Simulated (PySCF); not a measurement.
ClGa, charge -1, doublet, at a GFN2-xTB geometry (such geometries of metal compounds can be far from the true shape) (a state made from the parent by changing its charge; the spin is typed, not shown lowest) (in this run its highest filled SCF level lies above zero, so its values depend strongly on the basis, on diffuse functions most of all); DF-PBE0/6-31G** in PySCF.

Input for PySCF:
```python
from pyscf import gto, scf, dft

mol = gto.Mole()
mol.atom = '''
    Ga   -0.000000   -0.000000   -0.854968
    Cl    0.000000    0.000000    1.559059
'''
mol.basis = '6-31g**'
mol.charge = -1
mol.spin = 1
mol.verbose = 4
mol.build()

mf = dft.UKS(mol)
mf.xc = 'pbe0'
mf = mf.density_fit(auxbasis='def2-universal-jkfit')
mf.kernel()
```

It wrote (shortened):

```
PySCF version 2.14.0

[INPUT] verbose = 4
[INPUT] num. atoms = 2
[INPUT] num. electrons = 49
[INPUT] charge = -1
[INPUT] spin (= nelec alpha-beta = 2S) = 1
[INPUT] symmetry False subgroup None
[INPUT] Mole.unit = angstrom
[INPUT] Symbol           X                Y                Z      unit          X                Y                Z       unit  Magmom
[INPUT]  1 Ga     0.000000000000   0.000000000000  -0.854968000000 AA    0.000000000000   0.000000000000  -1.615655365267 Bohr   0.0
[INPUT]  2 Cl     0.000000000000   0.000000000000   1.559059000000 AA    0.000000000000   0.000000000000   2.946194522038 Bohr   0.0

nuclear repulsion = 115.523310283953
number of shells = 20
number of NR pGTOs = 146
number of NR cGTOs = 50
basis = 6-31g**
ecp = {}

******** <class 'pyscf.df.df_jk.DFUKS'> ********
method = DFUKS
initial guess = minao
damping factor = 0
level_shift factor = 0
DIIS = <class 'pyscf.scf.diis.CDIIS'>
diis_start_cycle = 1
diis_space = 8
diis_damp = 0
SCF conv_tol = 1e-09
SCF conv_tol_grad = None
SCF max_cycles = 50
direct_scf = False
number electrons alpha = 25  beta = 24
XC library pyscf.dft.libxc version 7.1.2
    S. Lehtola, C. Steigemann, M. J. T. Oliveira, and M. A. L. Marques,  SoftwareX 7, 1–5 (2018)
XC functionals = pbe0
    C. Adamo and V. Barone,  J. Chem. Phys. 110, 6158 (1999)
    M. Ernzerhof and G. E. Scuseria,  J. Chem. Phys. 110, 5029 (1999)
radial grids:
    Treutler-Ahlrichs [JCP 102, 346 (1995); DOI:10.1063/1.469408] (M4) radial grids

becke partition: Becke, JCP 88, 2547 (1988); DOI:10.1063/1.454033
pruning grids: <function nwchem_prune>
grids dens level: 3
symmetrized grids: False
atomic radii adjust function: <function treutler_atomic_radii_adjust>
small_rho_cutoff = 0
Set gradient conv threshold to 3.16228e-05
tot grids = 39784
******** <class 'pyscf.df.df.DF'> ********
auxbasis = def2-universal-jkfit
init E= -2383.78005083267

cycle= 1 E= -2384.36840835569  delta_E= -0.588  |g|= 0.317  |ddm|= 0.955
cycle= 2 E= -2384.33368526061  delta_E= 0.0347  |g|= 0.414  |ddm|= 0.855
cycle= 3 E= -2384.42124154203  delta_E= -0.0876  |g|= 0.0245  |ddm|= 0.485
cycle= 4 E= -2384.42176690823  delta_E= -0.000525  |g|= 0.00898  |ddm|= 0.0723
cycle= 5 E= -2384.42181555061  delta_E= -4.86e-05  |g|= 0.00221  |ddm|= 0.0139
cycle= 6 E= -2384.4218190356  delta_E= -3.48e-06  |g|= 0.000752  |ddm|= 0.00381
cycle= 7 E= -2384.42181927375  delta_E= -2.38e-07  |g|= 0.000189  |ddm|= 0.00106
cycle= 8 E= -2384.42181930791  delta_E= -3.42e-08  |g|= 3.34e-05  |ddm|= 0.000546
cycle= 9 E= -2384.42181931154  delta_E= -3.63e-09  |g|= 8.32e-06  |ddm|= 0.000197
cycle= 10 E= -2384.42181931174  delta_E= -2.01e-10  |g|= 2.28e-06  |ddm|= 4.98e-05
Extra cycle  E= -2384.42181931175  delta_E= -8.64e-12  |g|= 2.09e-06  |ddm|= 9.8e-06
converged SCF energy = -2384.42181931175  <S^2> = 0.75281595  2S+1 = 2.002814
```
